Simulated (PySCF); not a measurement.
## How methods differ on the excitation energy of O⁺

O⁺ [He] 2s2 2p3 (4S) → O⁺ [He] 2s1 2p4 (4P), as a difference of total energies. All numbers are calculated (PySCF 2.14, the non-relativistic Hamiltonian (point nucleus), in aug-cc-pwCVDZ). Correlated levels: valence: 1s2 frozen; valence and next inner shell: nothing frozen. The calculations carry no spin-orbit coupling.

```json
{"method": "UHF", "excitation energy (eV)": "15.053"}
{"method": "LDA", "excitation energy (eV)": "14.424"}
{"method": "PBE", "excitation energy (eV)": "14.196"}
{"method": "PBE0", "excitation energy (eV)": "14.499"}
{"method": "r2SCAN", "excitation energy (eV)": "14.181"}
{"method": "M06-L", "excitation energy (eV)": "14.554"}
{"method": "r2SCANh", "excitation energy (eV)": "14.284"}
{"method": "BP86", "excitation energy (eV)": "14.101"}
{"method": "PBEsol", "excitation energy (eV)": "14.236"}
{"method": "MP2 (valence)", "excitation energy (eV)": "15.121"}
{"method": "SCS-MP2 (valence)", "excitation energy (eV)": "15.132"}
{"method": "MP2 (valence and next inner shell)", "excitation energy (eV)": "15.101"}
{"method": "SCS-MP2 (valence and next inner shell)", "excitation energy (eV)": "15.121"}
```

Errors of the correlated levels include the incompleteness of this basis and the frozen core.

Task: Which method comes closest to the reference value, and which is furthest?

Result: The reference is 14.870 eV (measured; NIST levels, between the centres of gravity of the two terms). Closest: UHF (error 0.183 eV); furthest: BP86 (error -0.769 eV).
